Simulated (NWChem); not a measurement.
System: C3H3Cl2F; SMILES F[C@@H]1CC1(Cl)Cl

Input file for NWChem:

```
start job
memory heap 200 mb stack 900 mb global 1100 mb
geometry units angstroms noautosym nocenter noautoz
  F     -0.487369     2.138968    -0.607778
  C     -1.001657     0.947583    -0.206828
  C     -0.826382     0.537264     1.237831
  C     -0.054210    -0.172379     0.148853
  Cl     1.675658     0.138002     0.004781
  Cl    -0.536797    -1.823609    -0.279038
  H     -1.927124     0.675963    -0.744649
  H     -1.639145    -0.008226     1.741541
  H     -0.237197     1.220105     1.869753
end
basis spherical
  * library 6-31g*
end
dft
  xc m06-2x
  iterations 150
end
cosmo
  do_cosmo_smd true
  solvent water
end
task dft energy
```

Excerpt of the output:

```
             Northwest Computational Chemistry Package (NWChem) 7.3.0
             --------------------------------------------------------

                             Geometry "geometry" -> ""
                             -------------------------

 Output coordinates in angstroms (scale by  1.889725989 to convert to a.u.)

  No.       Tag          Charge          X              Y              Z
 ---- ---------------- ---------- -------------- -------------- --------------
    1 F                    9.0000    -0.48736900     2.13896800    -0.60777800
    2 C                    6.0000    -1.00165700     0.94758300    -0.20682800
    3 C                    6.0000    -0.82638200     0.53726400     1.23783100
    4 C                    6.0000    -0.05421000    -0.17237900     0.14885300
    5 Cl                  17.0000     1.67565800     0.13800200     0.00478100
    6 Cl                  17.0000    -0.53679700    -1.82360900    -0.27903800
    7 H                    1.0000    -1.92712400     0.67596300    -0.74464900
    8 H                    1.0000    -1.63914500    -0.00822600     1.74154100
    9 H                    1.0000    -0.23719700     1.22010500     1.86975300

 Effective nuclear repulsion energy (a.u.)     358.3653776670

                                 NWChem DFT Module
                                 -----------------

 Summary of "ao basis" -> "ao basis" (spherical)
 ------------------------------------------------------------------------------
       Tag                 Description            Shells   Functions and Types
 ---------------- ------------------------------  ------  ---------------------
 F                           6-31g*                  6       14   3s2p1d
 C                           6-31g*                  6       14   3s2p1d
 Cl                          6-31g*                  8       18   4s3p1d
 H                           6-31g*                  2        2   2s

 in cosmo_initialize ...
 calling solv_data for solv:h2o

 solvent parameters
 solvname_short: h2o
 solvname_long:  water
 dielec:       78.4000
 dielecinf:     1.7769
 aqueous SMD model solvent descriptors
 dielec:       78.4000
 sola:          0.8200

          ---------------
          -cosmo- solvent
          ---------------
 Cosmo: York-Karplus, doi: 10.1021/jp992097l
 dielectric constant -eps-     =  78.40
 screen = (eps-1)/(eps    )    =   0.98724
 surface charge correction     = lagrangian

   van der Waals surface
 --------------------------

 ---------- ATOMIC COORDINATES (A.U.) ------------ VDWR(ANG.) --
     1   -0.92099387    4.04206342   -1.14853388     1.730
     2   -1.89285726    1.79067222   -0.39084825     1.850
     3   -1.56163554    1.01528174    2.33916141     1.850
     4   -0.10244205   -0.32574908    0.28129138     1.850
     5    3.16653447    0.26078597    0.00903478     2.380
     6   -1.01439924   -3.44612132   -0.52730536     2.380
     7   -3.64173631    1.27738485   -1.40718257     1.200
     8   -3.09753491   -0.01554489    3.29103529     1.200
     9   -0.44823734    2.30566413    3.53332084     1.200
 number of segments per atom =        128
 number of   points per atom =        128
 atom (   nspa,  nppa )
 ----------------------
    1 (     78,     0 )       0
    2 (     27,     0 )       0
    3 (     42,     0 )       0
    4 (      3,     0 )       0
    5 (     88,     0 )       0
    6 (     92,     0 )       0
    7 (     51,     0 )       0
    8 (     50,     0 )       0
    9 (     52,     0 )       0
 number of -cosmo- surface points =      483
 molecular surface =    155.130 angstrom**2
 molecular volume  =    144.806 angstrom**3
 -lineq- algorithm             =   0
 -bem- low  level              =   3
 -bem- from -octahedral-
 gaussian surface charge width =   4.50000
 degree of switching           =   1.00000
 switching function tolerance  =   0.00010
 atomic radii =
 --------------
    1  9.000  1.730
    2  6.000  1.850
    3  6.000  1.850
    4  6.000  1.850
    5 17.000  2.380
    6 17.000  2.380
    7  1.000  1.200
    8  1.000  1.200
    9  1.000  1.200
 ...... end of -cosmo- initialization ......

 nat:                     9
 ixmem:                  4523
 calling mnsol_interface()
 G(SMD-CDS) energy (kcal/mol)  =     2.618
 SMD-CDS SASA (angstrom**2)    =   152.411

            General Information
            -------------------
          SCF calculation type: DFT
          Wavefunction type:  closed shell.
          No. of atoms     :     9
          No. of electrons :    64
           Alpha electrons :    32
            Beta electrons :    32
          Charge           :     0
          Spin multiplicity:     1
          Use of symmetry is: off; symmetry adaption is: off
          Maximum number of iterations: 150
          AO basis - number of functions:    98
                     number of shells:    46
          Convergence on energy requested:  1.00D-06
          Convergence on density requested:  1.00D-05
          Convergence on gradient requested:  5.00D-04

              XC Information
              --------------
                       M06-2X Method XC Functional
                     Hartree-Fock (Exact) Exchange  0.540
                        M06-2X Exchange Functional  1.000
                      M06-2X Correlation Potential  1.000

             Grid Information
             ----------------
          Grid used for XC integration:  medium
          Radial quadrature: Mura-Knowles
          Angular quadrature: Lebedev.
          Tag              B.-S. Rad. Rad. Pts. Rad. Cut. Ang. Pts.
          ---              ---------- --------- --------- ---------
          F                   0.50       49          10.0       434
          C                   0.70       49           8.0       434
          Cl                  1.00       88          10.0       590
          H                   0.35       45          10.0       434
          Grid pruning is: on
          Number of quadrature shells:   507
          Spatial weights used:  Erf1

      Superposition of Atomic Density Guess
      -------------------------------------

 Sum of atomic energies:       -1132.74895752

      Non-variational initial energy
      ------------------------------

 Total energy =   -1135.304876
 1-e energy   =   -2276.825665
 2-e energy   =     783.155412
 HOMO         =      -0.260996
 LUMO         =       0.048215

   convergence    iter        energy       DeltaE   RMS-Dens  Diis-err
 ---------------- ----- ----------------- --------- --------- ---------
     COSMO gas phase
 d= 0,ls=0.0,diis     1  -1136.0186847441 -1.49D+03  1.49D-02  9.71D-01
 d= 0,ls=0.0,diis     2  -1135.9788867351  3.98D-02  8.74D-03  1.56D+00
 d= 0,ls=0.0,diis     3  -1136.1468588566 -1.68D-01  9.90D-04  8.04D-03
 d= 0,ls=0.0,diis     4  -1136.1478211996 -9.62D-04  3.83D-04  1.74D-03
 d= 0,ls=0.0,diis     5  -1136.1480271444 -2.06D-04  1.27D-04  1.18D-04
  Resetting Diis
 d= 0,ls=0.0,diis     6  -1136.1480443108 -1.72D-05  4.15D-05  9.83D-06
 d= 0,ls=0.0,diis     7  -1136.1480456444 -1.33D-06  1.62D-05  1.21D-06
 d= 0,ls=0.0,diis     8  -1136.1480456725 -2.81D-08  6.88D-06  1.28D-06

   convergence    iter        energy       DeltaE   RMS-Dens  Diis-err
 ---------------- ----- ----------------- --------- --------- ---------
     COSMO solvation phase
 d= 0,ls=0.0,diis     1  -1136.1500427841 -2.00D-03  1.51D-03  2.97D-03
 d= 0,ls=0.0,diis     2  -1136.1509877617 -9.45D-04  3.26D-04  6.43D-04
 d= 0,ls=0.0,diis     3  -1136.1510596918 -7.19D-05  1.52D-04  2.21D-04
 d= 0,ls=0.0,diis     4  -1136.1510846655 -2.50D-05  4.82D-05  1.31D-05
 d= 0,ls=0.0,diis     5  -1136.1510863786 -1.71D-06  1.29D-05  1.17D-06
 d= 0,ls=0.0,diis     6  -1136.1510865193 -1.41D-07  4.06D-06  2.05D-07

         Total DFT energy =    -1136.151086519340
      One electron energy =    -2278.885544365725
           Coulomb energy =      868.746359667140
    Exchange-Corr. energy =      -84.278897827545
 Nuclear repulsion energy =      358.365377667023

             COSMO energy =       -0.098381660233

 Numeric. integr. density =       63.999996638381

                                COSMO-SMD solvation results
                                ---------------------------

             internal energy in gas <Psi(g)|H|Psi(g)> =     -1136.148045672544
         internal energy in solvent <Psi(s)|H|Psi(s)> =     -1136.146762336103
                               delta internal energy  =         0.001283336441 (    0.81 kcal/mol)
   total free energy in solvent <Psi(s)|H+V/2|Psi(s)> =     -1136.155258483211
 polarization energy contribution <Psi(s)|V/2|Psi(s)> =        -0.008496147108 (   -5.33 kcal/mol)
    total free energy in solvent including G(SMD-CDS) =     -1136.151086519340
                       G(SMD-CDS) energy contribution =         0.004171963870 (    2.62 kcal/mol)
     1 M fixed-concentration free energy of solvation =        -0.003040846797 (   -1.91 kcal/mol)

                       DFT Final Molecular Orbital Analysis
                       ------------------------------------

 Vector   30  Occ=2.000000D+00  E=-3.784657D-01
              MO Center=  5.9D-01, -7.3D-01, -9.6D-02, r^2= 3.5D+00
   Bfn.  Coefficient  Atom+Function         Bfn.  Coefficient  Atom+Function
  ----- ------------  ---------------      ----- ------------  ---------------
    64      0.524108  5 Cl py                81      0.510337  6 Cl px
    68      0.284547  5 Cl py                85      0.277554  6 Cl px
    60     -0.200477  5 Cl py                77     -0.195222  6 Cl px
    65      0.183028  5 Cl pz                83     -0.105529  6 Cl pz
    69      0.101292  5 Cl pz                61     -0.070160  5 Cl pz

 Vector   31  Occ=2.000000D+00  E=-3.611523D-01
              MO Center= -4.4D-01,  2.8D-01,  2.4D-01, r^2= 3.5D+00
   Bfn.  Coefficient  Atom+Function         Bfn.  Coefficient  Atom+Function
  ----- ------------  ---------------      ----- ------------  ---------------
    19      0.288842  2 C  pz                32      0.247210  3 C  py
    82      0.238302  6 Cl py                 5     -0.228795  1 F  pz
    31     -0.197036  3 C  px                81     -0.196719  6 Cl px
    65      0.182608  5 Cl pz                 9     -0.180799  1 F  pz
    63     -0.179634  5 Cl px                33     -0.157884  3 C  pz

 Vector   32  Occ=2.000000D+00  E=-3.344684D-01
              MO Center= -2.4D-02, -1.3D-01,  5.0D-02, r^2= 3.5D+00
   Bfn.  Coefficient  Atom+Function         Bfn.  Coefficient  Atom+Function
  ----- ------------  ---------------      ----- ------------  ---------------
    65     -0.343476  5 Cl pz                83     -0.334559  6 Cl pz
    47      0.313335  4 C  pz                69     -0.218639  5 Cl pz
    17     -0.213686  2 C  px                87     -0.208472  6 Cl pz
    51      0.173775  4 C  pz                18      0.152722  2 C  py
    33     -0.145479  3 C  pz                34      0.138247  3 C  s

 Vector   33  Occ=0.000000D+00  E= 3.839404D-02
              MO Center=  3.5D-01, -7.0D-01, -4.4D-02, r^2= 3.6D+00
   Bfn.  Coefficient  Atom+Function         Bfn.  Coefficient  Atom+Function
  ----- ------------  ---------------      ----- ------------  ---------------
    48      1.390669  4 C  s                 67      0.614097  5 Cl px
    86     -0.611361  6 Cl py                84     -0.507529  6 Cl s
    66     -0.470043  5 Cl s                 50     -0.465680  4 C  py
    49      0.388008  4 C  px                63      0.323403  5 Cl px
    82     -0.311783  6 Cl py                85     -0.277603  6 Cl px

 Vector   34  Occ=0.000000D+00  E= 5.117439D-02
              MO Center= -6.5D-02, -9.8D-02,  1.8D-01, r^2= 4.3D+00
   Bfn.  Coefficient  Atom+Function         Bfn.  Coefficient  Atom+Function
  ----- ------------  ---------------      ----- ------------  ---------------
    49      0.630354  4 C  px                67      0.605569  5 Cl px
    50      0.553132  4 C  py                86      0.546122  6 Cl py
    66     -0.483389  5 Cl s                 84      0.457430  6 Cl s
    98     -0.387229  9 H  s                 96      0.376093  8 H  s
    45      0.330823  4 C  px                94      0.332251  7 H  s

 Vector   35  Occ=0.000000D+00  E= 1.584642D-01
              MO Center= -5.8D-01,  3.7D-01,  4.7D-01, r^2= 2.9D+00
   Bfn.  Coefficient  Atom+Function         Bfn.  Coefficient  Atom+Function
  ----- ------------  ---------------      ----- ------------  ---------------
    51      0.989750  4 C  pz                36      0.762288  3 C  py
    35     -0.587140  3 C  px                21      0.479500  2 C  px
    23     -0.477132  2 C  pz                34     -0.438121  3 C  s
    47      0.371482  4 C  pz                22     -0.292474  2 C  py
    48      0.270706  4 C  s                 19     -0.261141  2 C  pz

     Multipole analysis of the density
     ---------------------------------

     L   x y z        total         alpha         beta         nuclear
     -   - - -        -----         -----         ----         -------
     0   0 0 0     -0.000000    -32.000000    -32.000000     64.000000

     1   1 0 0     -0.968997     -0.368617     -0.368617     -0.231764
     1   0 1 0      0.143740     -0.266432     -0.266432      0.676603
     1   0 0 1      0.627155      0.489880      0.489880     -0.352604

     2   2 0 0    -33.423561   -144.129625   -144.129625    254.835690
     2   1 1 0     -0.081995     -2.378322     -2.378322      4.674648
     2   1 0 1     -0.443131      2.380936      2.380936     -5.205003
     2   0 2 0    -38.626887   -210.861931   -210.861931    383.096975
     2   0 1 1      1.291336     -1.828372     -1.828372      4.948080
     2   0 0 2    -33.789471    -54.953353    -54.953353     76.117236
```

Level: M06-2X/6-31G* (spherical d), SMD on the gas-phase geometry. Structure relaxed at the PBE-D3(BJ)/def2-SVP level. Solvent: water.
